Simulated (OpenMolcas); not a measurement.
# Ge2SiH8 (SMILES [GeH3][SiH2][GeH3]): the HOMO–LUMO gap, rung by rung

Ge2SiH8: 11 atoms, total charge 0, spin state singlet. SMILES: `[GeH3][SiH2][GeH3]`. The coordinates come from a PBE0-D4/def2-TZVP relaxation.

```xyz
11

Ge   -1.3148    1.3291   -0.6481
Si   -0.4203   -0.8501   -0.3181
Ge    1.6312   -0.7359    0.8804
H    -2.6434    1.2778   -1.4213
H    -0.3212    2.1934   -1.4427
H    -1.5663    2.0081    0.7089
H    -0.1899   -1.4986   -1.6384
H    -1.3957   -1.6784    0.4430
H     1.4059   -0.0772    2.2519
H     2.6520    0.1106    0.1012
H     2.2278   -2.1357    1.1038
```

Quantity: the HOMO–LUMO gap, in eV. The values are calculated.

```csv
level,kind,program,value (eV),CPU time
SVWN5/cc-pVDZ,LDA,OpenMolcas,6.05,68 s
PBE/cc-pVDZ,GGA,OpenMolcas,6.14,87 s
revPBE/cc-pVDZ,GGA,OpenMolcas,6.18,75 s
TPSS/cc-pVDZ,meta-GGA,OpenMolcas,6.41,80 s
r2SCAN/cc-pVDZ,meta-GGA,OpenMolcas,6.65,84 s
B3LYP/cc-pVDZ,global hybrid,OpenMolcas,7.58,73 s
M06-2X/cc-pVDZ,hybrid meta-GGA,OpenMolcas,9.63,78 s
PBE0/cc-pVDZ,global hybrid,OpenMolcas,7.99,68 s
```

All-electron rows without a relativistic Hamiltonian named are non-relativistic. The values span 6.05 to 9.63 eV. Orbital gaps aren't excitation energies; they tend to grow with the share of exact exchange. Times are those of the runs behind each value, whatever else they computed, on shared processors of several kinds: orders of magnitude only.
